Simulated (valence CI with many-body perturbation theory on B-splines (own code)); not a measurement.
# Hf²²⁺: M1 decay

Method: valence CI with perturbative core correlation (CI+MBPT): four valence electrons over a frozen Dirac-Fock core [Kr] 4d10, a basis of 7 s, 7 p, 7 d, 7 f, 4 g, 2 h functions for each j, with the one-electron correlation potential Σ1 (screened to all orders), the two-electron term Σ2, the three-electron term Σ3, Breit, model QED; selected single and double excitations, second order for the rest, scaled by the run's own slope (own B-spline code, finite nucleus).

No measured spectrum was set against this ion. As an estimate, terms of the open shell hold to a few per cent of their energy, and close levels can change places.

Lines 1 to 50 of 120 in falling wavelength, among levels below 934940 cm⁻¹, chosen from the decays that carry over 1 % of a level's rate. Wavelengths and rates use the calculated energies, so an error of 2000 cm⁻¹ moves a line at 41020 Å by 82 % and its rate by three times that or more. S is in atomic units (e²a₀⁴ for E2 and M2, e²a₀⁶ for E3), for M1 in squared Bohr magnetons. Weak lines are less certain than strong ones. Lines between different terms over intervals too small for the method are left out, as are lines whose strength nearly cancels. Where a level lies close to another of its J and parity, the split of strength between their lines is uncertain.

Names give the largest LS component (configuration and term), which can be under half, so a name can repeat, a term be missing and a line seem to break the LS rules; names also repeat where a configuration has a term twice. Letters in brackets count levels of one name in rising energy.

```
λ vac (Å)         Upper         Lower  Type   A (s⁻¹)  S (a.u.)
    41020      4f⁴ ⁵F_3  4f⁴ ³G_4 [a]    M1  3.07e-01  5.49e+00
    36010      4f⁴ ⁵F_1      4f⁴ ⁵F_2    M1  1.29e+00  6.71e+00
    30280      4f⁴ ⁵S_2      4f⁴ ⁵F_3    M1  4.72e-01  2.43e+00
    23450      4f⁴ ⁵G_2      4f⁴ ⁵F_3    M1  6.34e-01  1.51e+00
    19130  4f⁴ ³P_0 [a]  4f⁴ ³P_1 [a]    M1  2.59e+00  6.72e-01
    18930  4f⁴ ³P_1 [a]  4f⁴ ³D_2 [a]    M1  3.08e+00  2.33e+00
    14800      4f⁴ ⁵G_3      4f⁴ ⁵F_3    M1  9.83e-01  8.28e-01
    14340  4f⁴ ³H_6 [a]      4f⁴ ⁵G_6    M1  2.60e+00  3.70e+00
    13630      4f⁴ ⁵I_8      4f⁴ ⁵I_7    M1  1.32e+01  2.11e+01
    12230  4f⁴ ³H_6 [a]      4f⁴ ⁵G_5    M1  1.22e+01  1.08e+01
    11960      4f⁴ ⁵D_0  4f⁴ ³P_1 [a]    M1  9.16e+00  5.81e-01
    11910      4f⁴ ⁵I_7      4f⁴ ⁵I_6    M1  3.46e+01  3.25e+01
    11430      4f⁴ ⁵F_3      4f⁴ ⁵F_2    M1  2.21e+01  8.54e+00
    11000      4f⁴ ⁵G_5  4f⁴ ⁵F_5 [b]    M1  4.18e+00  2.27e+00
    10880      4f⁴ ⁵G_3  4f⁴ ³G_4 [a]    M1  8.23e+00  2.75e+00
    10780      4f⁴ ⁵S_2      4f⁴ ⁵F_1    M1  5.90e+00  1.37e+00
    10260      4f⁴ ⁵I_6      4f⁴ ⁵I_5    M1  6.46e+01  3.36e+01
     9892      4f⁴ ⁵G_5      4f⁴ ⁵G_4    M1  4.38e+01  1.73e+01
     9768      4f⁴ ⁵G_2      4f⁴ ⁵F_1    M1  6.70e+00  1.16e+00
     9714      4f⁴ ⁵G_6  4f⁴ ⁵F_5 [b]    M1  1.52e+01  6.72e+00
     9346  4f⁴ ⁵F_5 [b]      4f⁴ ⁵F_4    M1  3.48e+01  1.16e+01
     9221      4f⁴ ⁵I_5      4f⁴ ⁵I_4    M1  7.19e+01  2.30e+01
     8819  4f⁴ ³D_3 [a]  4f⁴ ³D_2 [a]    M1  1.66e+01  2.95e+00
     8685      4f⁴ ⁵F_4      4f⁴ ⁵F_3    M1  4.35e+01  9.52e+00
     8647  4f⁴ ⁵F_5 [b]  4f⁴ ⁵F_5 [a]    M1  1.88e+01  4.96e+00
     8297      4f⁴ ⁵S_2      4f⁴ ⁵F_2    M1  6.01e+00  6.37e-01
     7684      4f⁴ ⁵G_2      4f⁴ ⁵F_2    M1  2.27e+01  1.91e+00
     7641  4f⁴ ⁵F_5 [a]  4f⁴ ³G_4 [a]    M1  4.88e+01  8.88e+00
     7562  4f⁴ ³D_3 [a]      4f⁴ ⁵G_4    M1  4.90e+00  5.50e-01
     7167      4f⁴ ⁵F_4  4f⁴ ³G_4 [a]    M1  4.08e+01  5.01e+00
     6926      4f⁴ ⁵G_4      4f⁴ ⁵G_3    M1  1.06e+02  1.17e+01
     6450      4f⁴ ⁵G_3      4f⁴ ⁵F_2    M1  4.39e+01  3.06e+00
     6126  4f⁴ ³D_2 [a]      4f⁴ ⁵G_3    M1  1.74e+01  7.44e-01
     5977  4f⁴ ³G_3 [a]      4f⁴ ⁵G_3    M1  3.86e+00  2.14e-01
     5900      4f⁴ ³L_8      4f⁴ ³M_8    M1  1.60e+01  2.08e+00
     5791  4f⁴ ³H_6 [a]  4f⁴ ⁵F_5 [b]    M1  9.62e-01  9.00e-02
     5507      4f⁴ ³M_9      4f⁴ ³M_8    M1  8.21e+01  9.66e+00
     5316  4f⁴ ³D_2 [a]      4f⁴ ⁵G_2    M1  3.95e+01  1.10e+00
     5203  4f⁴ ³G_3 [a]      4f⁴ ⁵G_2    M1  1.43e+02  5.24e+00
     5057  4f⁴ ³D_2 [a]      4f⁴ ⁵S_2    M1  4.84e+01  1.16e+00
     4955  4f⁴ ³G_3 [a]      4f⁴ ⁵S_2    M1  2.37e+01  7.49e-01
     4842      4f⁴ ⁵G_5  4f⁴ ⁵F_5 [a]    M1  3.66e+01  1.70e+00
     4816      4f⁴ ³M_8      4f⁴ ⁵I_8    M1  1.05e+02  7.40e+00
     4805  4f⁴ ³K_8 [a]      4f⁴ ³M_8    M1  1.58e+02  1.11e+01
     4644      4f⁴ ³L_8      4f⁴ ³L_7    M1  1.09e+02  6.88e+00
     4575      4f⁴ ⁵G_6  4f⁴ ⁵F_5 [a]    M1  7.75e+01  3.58e+00
     4569  4f⁴ ³K_7 [a]      4f⁴ ³L_7    M1  1.04e+02  5.50e+00
     4366  4f⁴ ³D_3 [a]      4f⁴ ⁵F_4    M1  3.97e+01  8.57e-01
     4353  4f⁴ ³F_4 [a]      4f⁴ ⁵F_4    M1  3.26e+01  8.98e-01
     4333  4f⁴ ³D_2 [a]      4f⁴ ⁵F_3    M1  1.09e+02  1.64e+00
```
